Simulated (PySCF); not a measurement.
C4H4O, SMILES c1ccoc1.

The structure is a stationary point at B3LYP-D3(BJ)/def2-SVP.

These are PBE0/def2-TZVP in PySCF values and carry that method's errors.

Symmetry labels are those of the subgroup C2v that the program uses (full group C2v).

Problem. List the valence orbital energies around the gap with their symmetry. (An estimate is asked for; the answer gives what the named calculation found.)

Solution. 
```json
[
 {"orbital": "HOMO−7", "symmetry": "A1", "energy (eV)": "-15.22"},
 {"orbital": "HOMO−6", "symmetry": "B1", "energy (eV)": "-12.83"},
 {"orbital": "HOMO−5", "symmetry": "B2", "energy (eV)": "-12.52"},
 {"orbital": "HOMO−4", "symmetry": "B2", "energy (eV)": "-11.49"},
 {"orbital": "HOMO−3", "symmetry": "A1", "energy (eV)": "-11.21"},
 {"orbital": "HOMO−2", "symmetry": "A1", "energy (eV)": "-10.56"},
 {"orbital": "HOMO−1", "symmetry": "B1", "energy (eV)": "-8.05"},
 {"orbital": "HOMO", "symmetry": "A2", "energy (eV)": "-6.64"},
 {"orbital": "LUMO", "symmetry": "B1", "energy (eV)": "0.22"},
 {"orbital": "LUMO+1", "symmetry": "A2", "energy (eV)": "1.71"},
 {"orbital": "LUMO+2", "symmetry": "A1", "energy (eV)": "2.04"},
 {"orbital": "LUMO+3", "symmetry": "A1", "energy (eV)": "2.64"}
]
```
